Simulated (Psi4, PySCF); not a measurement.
Torsional profile of SMILES c1cc[nH]c1-c1[se]ccc1. Scanned: dihedral N3–C4–C5–Se9; all other coordinates were relaxed at GFN2-xTB. Points at φ and −φ are mirror images. Heavy atoms are numbered in the order of the SMILES c1c[nH]c(-c2ccc[se]2)c1, hydrogens after them in the order of the atoms that carry them; the mirror image has the same energies with the sign of each dihedral reversed.

Computed with: RKS-BP86/6-31G* = restricted BP86/6-31G*, spherical d, density fitting // GFN2-xTB run with PySCF; RKS-B3LYP/6-31G* = restricted B3LYP/6-31G*, spherical d, density fitting // GFN2-xTB (PySCF); PBE/def2-SVP // GFN2-xTB (Psi4); PBE-D3(BJ)/def2-SVP // GFN2-xTB (Psi4).

Energies relative to the lowest point of each profile, in kcal/mol:

| φ / ° | RKS-BP86/6-31G* | RKS-B3LYP/6-31G* | PBE/def2-SVP |
|---|---|---|---|
| -150 | 0.0 | 0.0 | 0.0 |
| -120 | 1.2 | 1.1 | 1.5 |
| -90 | 2.6 | 2.4 | 3.1 |
| -60 | 1.0 | 1.0 | 1.5 |
| -30 | 0.0 | 0.1 | 0.3 |
| 0 | 0.3 | 0.4 | 0.5 |
| 30 | 0.0 | 0.1 | 0.3 |
| 60 | 1.0 | 1.0 | 1.5 |
| 90 | 2.6 | 2.4 | 3.1 |
| 120 | 1.2 | 1.1 | 1.5 |
| 150 | 0.0 | 0.0 | 0.0 |
| 180 | 0.1 | 0.1 | 0.0 |

Task: What does PBE-D3(BJ)/def2-SVP give at the same points?

Result: -150: 0.0; -120: 1.5; -90: 3.3; -60: 1.6; -30: 0.3; 0: 0.4; 30: 0.3; 60: 1.6; 90: 3.3; 120: 1.5; 150: 0.0; 180: 0.0 (kcal/mol).
